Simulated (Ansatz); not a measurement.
Gas-phase electronic energies from Ansatz, PBE0-D4/def2-TZVP geometries. CCSD(T)/CBS is the MP2 limit (def2-TZVPP, def2-QZVPP) plus CCSD(T) − MP2 in def2-TZVPP, frozen cores. Functionals use def2-TZVPP. B3LYP here is the variant with VWN-RPA as its local correlation; programs differ in this. Elements past krypton have def2 core potentials. For I outer-core shells are correlated without core-valence functions, which leaves a few kJ/mol of doubt a bond.

Reaction (formal exchange of groups at the Si–C bond): `CC([SiH3])I` + `[SiH3]B[SiH3]` → `[SiH3]B([SiH3])[SiH3]` + `CCI`

| level | ΔE (kJ/mol) |
| --- | --- |
| B3LYP-D4 | -11.1 |
| ωB97M-V | -5.2 |
| B2PLYP | -7.2 |
| HF/def2-TZVPP | -4.3 |
| CCSD(T)/def2-TZVPP | -6.5 |
| HF/def2-QZVPP | -3.7 |
| SCS-MP2/def2-QZVPP | 1.2 |
| MP2/CBS(def2) | 1.8 |

Task: What does CCSD(T)/CBS give? (An estimate is asked.)

Result: Computed: -5.4 kJ/mol. The listed levels differ from it by -5.7, 0.2, -1.8, 1.1, -1.1, 1.7, 6.6, 7.2 kJ/mol.

Largest T1 diagnostic among the species: 0.015.

From PBE to PBE0 (25 % exact exchange), in def2-TZVPP and without D4, ΔE moves by +3.5 kJ/mol.
